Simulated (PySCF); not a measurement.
**Polarisability and C₆ of Zr (zirconium, neutral)**

[Kr] 4d2 5s2, high-spin 3F determinant. Calculation: PySCF 2.14, in aug-cc-pVTZ-PP with ECP28MDF; a scalar-relativistic core potential. Coupled (time-dependent) response in atomic units; α is the mean over directions.

```
 method  mean α (bohr³)  C₆ (like pair)   S(−4)
    UHF           194.3            2514  204800
    PBE           121.4            1696    6629
   PBE0           127.4            1804    7529
r2SCANh           127.5            1865    7472
```

S(−4) is the Cauchy moment in α(ω) = α(0) + S(−4) ω² + …

Reference α: 112 ± 13 bohr³ (recommended; Schwerdtfeger and Nagle, table of static dipole polarizabilities (2023 update)). Published C₆: 1360 (Gould and Bucko (2016)).

Spin-orbit coupling is absent.

Hartree-Fock lies above the reference because it lacks correlation, which contracts the outer shell.

α(iu) at PBE0:

```json
{"u (hartree)": "0", "α(iu) (bohr³)": "127.4"}
{"u (hartree)": "0.0500", "α(iu) (bohr³)": "111.7"}
{"u (hartree)": "0.100", "α(iu) (bohr³)": "83.76"}
{"u (hartree)": "0.200", "α(iu) (bohr³)": "45.20"}
{"u (hartree)": "0.300", "α(iu) (bohr³)": "27.74"}
{"u (hartree)": "0.500", "α(iu) (bohr³)": "14.26"}
{"u (hartree)": "0.750", "α(iu) (bohr³)": "8.367"}
{"u (hartree)": "1.00", "α(iu) (bohr³)": "5.706"}
{"u (hartree)": "1.50", "α(iu) (bohr³)": "3.237"}
{"u (hartree)": "2.00", "α(iu) (bohr³)": "2.093"}
{"u (hartree)": "3.00", "α(iu) (bohr³)": "1.070"}
{"u (hartree)": "5.00", "α(iu) (bohr³)": "0.4249"}
```

A single London oscillator, α(iu) = α/(1 + u²/ω²), gives C₆ = (3/4) ω α². Matching the computed C₆ needs ω = 4 × 1804 / (3 × 127.4²) = 0.148 hartree.

Energies and moments cover only the electrons outside the core potential.
